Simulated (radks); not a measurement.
Values are calculated unless marked as measured or tabulated.
Species: Rb XXX. Configuration: [He] 2s2 2p4 (the NIST ground configuration).

Level of theory: Dirac Kohn-Sham, PBE, spin-unpolarised, spherical densities, point nucleus; open shells fill j = l - 1/2 first (a radial shooting solver on a logarithmic mesh with Libxc functionals).

Energy parts (eV):
total: -60736.314
kinetic: 62918.247
electron-nucleus: -129071.601
Hartree: 6779.206
exchange-correlation: -1362.166

Orbitals (lengths in bohr, moments of r in powers of bohr; <r^-3> diverges for s and p1/2; r(90%) holds 90 % of the orbital's charge):
orbital,occ.,eigenvalue (eV),<r^-3>,<r>,r(90%)
1s1/2,2,-16806.67,-,0.04021,0.0719
2s1/2,2,-3574.306,-,0.1708,0.262
2p1/2,2,-3430.470,-,0.1452,0.236
2p3/2,2,-3363.364,1717,0.1489,0.240
3s1/2,0,-1468.743,-,0.4065,0.588
3p1/2,0,-1421.536,-,0.3865,0.571
3p3/2,0,-1403.872,456.5,0.3918,0.578

The highest occupied level is 2p3/2 at -3363.4 eV. The density falls to 0.001 e/bohr^3 at r = 0.60 bohr. For comparison, the ionisation energy in NIST's Atomic Spectra Database is 3443 eV (semi-empirical). In exact Kohn-Sham theory the highest level is minus the ionisation energy, but local and semilocal functionals leave it too shallow, through self-interaction and a potential that decays too fast; potentials with the right tail come closer. Summed over all electrons, <r^2> = 0.1778 bohr^2, which gives a Langevin (diamagnetic) susceptibility term of -0.141 x 10^-6 cm^3/mol.

Beside tabulated values, note that spin-unpolarised runs miss the spin-polarisation part of the exchange energy of open shells.
